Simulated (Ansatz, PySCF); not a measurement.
calicene (C8H6), SMILES C1=CC1=C1C=CC=C1.

Geometry: B3LYP-D3(BJ)/def2-SVP.

Vertical ionisation energy (IE) and electron affinity (EA) in eV. Rows of orbital energies are one-electron estimates. Where ΔSCF, EOM or ADC give a negative EA the extra electron is unbound and the value depends on the basis.

```json
[
 {"level": "−ε(HOMO), −ε(LUMO), r2SCAN/def2-TZVP (PySCF)", "IE": "4.72", "EA": "2.15"},
 {"level": "−ε(HOMO), −ε(LUMO), PBE/def2-TZVP (PySCF)", "IE": "4.61", "EA": "2.40"},
 {"level": "ΔSCF, CAM-B3LYP/def2-SVPD (Ansatz), final states of multiplicity 2 and 2", "IE": "7.43", "EA": "-0.36"},
 {"level": "ΔSCF, PBE/def2-SVPD (Ansatz), final states of multiplicity 2 and 2", "IE": "7.45", "EA": "-0.37"}
]
```

Q: What vertical singlet–triplet gap does ΔSCF give with CAM-B3LYP/def2-SVPD (Ansatz, an electronic-structure program) and with PBE/def2-SVPD (Ansatz)? (Estimate from the structure and the level; the computed values follow.)

A: 2.71 and 2.75 eV (triplet above singlet where positive).
